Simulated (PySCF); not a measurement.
## Static response to an electric field

Compound: C7H14GeO.
Cartesian coordinates in Å at the PBE0-D3(BJ)/def2-SVP level; atoms count from 1:
```xyz
23
C7H14GeO angstrom
C     -2.3004   -0.1170    1.0112
C     -1.7774    0.0347   -0.4070
C     -2.7503    0.7583   -1.3149
O     -0.5791    0.7998   -0.4200
C      0.5967    0.2288   -0.0912
C      0.8147   -1.0615    0.2468
C      2.2064   -1.5358    0.5611
Ge     3.2922    0.0857    0.2904
C      1.7372    1.2064   -0.1431
H     -2.5457    0.8715    1.4289
H     -3.2109   -0.7347    1.0239
H     -1.5546   -0.5907    1.6648
H     -1.5620   -0.9622   -0.8348
H     -3.7089    0.2215   -1.3632
H     -2.3414    0.8403   -2.3321
H     -2.9379    1.7748   -0.9368
H     -0.0090   -1.7784    0.3012
H      2.5280   -2.3562   -0.1026
H      2.2958   -1.9163    1.5929
H      4.2899   -0.0291   -0.8778
H      4.0465    0.5521    1.5498
H      1.5770    2.0214    0.5810
H      1.7972    1.6728   -1.1392
```

Level: wB97X-D/def2-SVPD (PySCF), static field, nuclei fixed, core orbitals frozen in the response. The polarisability tensor in these axes (au):

```
x   140.07  -3.78   5.66
y    -3.78 111.62  -6.15
z     5.66  -6.15  98.49
```

Task: Give the principal values, the mean and the anisotropy Δα = √{½[(α1 − α2)² + (α2 − α3)² + (α1 − α3)²]}.

Result: Principal values 95.71, 112.93 and 141.54 au; mean 116.73 au = 17.30 Å³ = 19.25 × 10⁻⁴⁰ C²·m²/J; Δα = 40.09 au (34 % of the mean).

Task: What is the dipole moment, and where does it point?

Result: (-1.09, -0.63, 0.08) D, 1.26 D in size, pointing from the negative to the positive side. Measured along this direction, the outermost atoms are H20 and H21 at the negative end and H11 at the positive end.

Task: What would n − 1 = 2πNα be for an ideal gas of these molecules at 400 K and 1 atm, electronic part alone?

Result: N = p/kT = 1.8347 × 10¹⁹ cm⁻³, so n − 1 = 2π × N × 17.30 × 10⁻²⁴ cm³ = 1994 × 10⁻⁶ at long wavelengths.

Task: Estimate the molar refractivity from the static electronic polarisability.

Result: Lorentz–Lorenz: R = (4π/3)N_A α = 2.5225 cm³/(mol·Å³) × 17.30 Å³ = 43.6 cm³/mol, in the limit of long wavelengths.

Task: Sum over states: ᾱ = Σ f/ω², ω in Eh. What share falls to these 10 lowest TDDFT singlets (eV, f)? 6.09, 0.0044; 6.50, 0.1418; 6.69, 0.0120; 6.95, 0.0096; 7.15, 0.0006; 7.51, 0.0250; 7.59, 0.0599; 7.72, 0.0110; 7.80, 0.0011; 7.86, 0.0086.

Result: They add up to 4.28 au, 3.7 % of the 116.73 au; the largest single term is 2.48 au, from the state at 6.50 eV. Terms in order: 0.09, 2.48, 0.20, 0.15, 0.01, 0.33, 0.77, 0.14, 0.01, 0.10 au. Higher excitations give the rest. The strengths listed sum to 0.274.

Isolated species at its PBE0-D3(BJ)/def2-SVP geometry (one conformer only). The calculation is non-relativistic, for germanium too.

Note: wB97X-D ran without an empirical dispersion term, which enters the total energy and its gradient alone.
